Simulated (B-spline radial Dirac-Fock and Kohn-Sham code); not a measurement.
**K-line shifts caused by a second vacancy in Pt⁵⁺**

System: Pt⁵⁺ in the configuration [Xe] 4f14 5d5.

The run's input, task.json:

```json
{"items": [{
  "Z": 78,
  "q": 5,
  "cfg": [[1, 0, 2], [2, 0, 2], [2, 1, 6], [3, 0, 2], [3, 1, 6], [3, 2, 10], [4, 0, 2], [4, 1, 6], [4, 2, 10], [4, 3, 14], [5, 0, 2], [5, 1, 6], [5, 2, 5]],
  "A": 195,
  "rrms": 5.427,
  "do": ["binding", "quiet", "double"]
}]}
```

Launch: `python xray_run.py task.json out`

These are calculated numbers from a radial B-spline solver; the model is Dirac-Fock energy differences between relaxed states, corrected for Breit and QED terms. Each two-hole energy is an average over J within one jj subconfiguration, not an observable level; in light atoms, where LS coupling holds, the j-resolved values are not observed lines, and for a K spectator the Kα1 hypersatellite is nearly forbidden. Correlation and solid-state effects are left out.

Lines without a spectator: Kα2 (K-L2) 65116.8 eV, Kα1 (K-L3) 66826.2 eV, Kβ3 (K-M2) 75359.0 eV, Kβ1 (K-M3) 75739.1 eV. Shifts in eV with one spectator hole (a dash: not computed, or left out as unreliable):

```
spectator hole      Kα2      Kα1      Kβ3      Kβ1
        K (1s)  +1063.6  +1154.1  +1379.9  +1401.2
    L2 (2p1/2)   +138.6   +189.5        –   +353.1
    L3 (2p3/2)    +99.0   +110.9   +256.4        –
    M2 (3p1/2)        –    +30.6    +57.2    +67.9
    M3 (3p3/2)   +15.56        –    +46.7    +47.6
    M4 (3d3/2)    +5.14    +1.81        –        –
    M5 (3d5/2)    -0.55    +3.84        –        –
```
